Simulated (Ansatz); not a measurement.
Consider the formal exchange of groups at a B–I bond: `FB(F)I` + silanol → `O[SiH2]B(F)F` + HI.

Gas-phase electronic energies from Ansatz, PBE0-D4/def2-TZVP geometries. CCSD(T)/CBS adds triple-zeta CCSD(T) − MP2 to the extrapolated MP2 energy (def2 sets, frozen cores). Functionals use def2-TZVPP. def2 core potentials past Kr. For I outer-core shells are correlated without core-valence functions, which leaves a few kJ/mol of doubt a bond. Each species was taken in one conformer, which may not be the lowest.

| level | ΔE (kcal/mol) |
| --- | --- |
| B97M-V | 17.3 |
| HF/CBS(def2) | 18.2 |

**Question.** What does CCSD(T)/CBS give? (An estimate is asked.)

**Answer.** The calculation gave: +17.6 kcal/mol. The listed levels differ from it by -0.3, 0.6 kcal/mol.

Largest T1 diagnostic among the species: 0.013.

Leaving LDA and LC-ωPBE aside and taking each functional with its dispersion term where it has one, the values, not all of them listed here, spread over 2.4 kcal/mol, from PBE-D4 to PBE-QIDH. From BLYP to BHLYP (50 % exact exchange), in def2-TZVPP and without D4, ΔE moves by +1.3 kcal/mol.
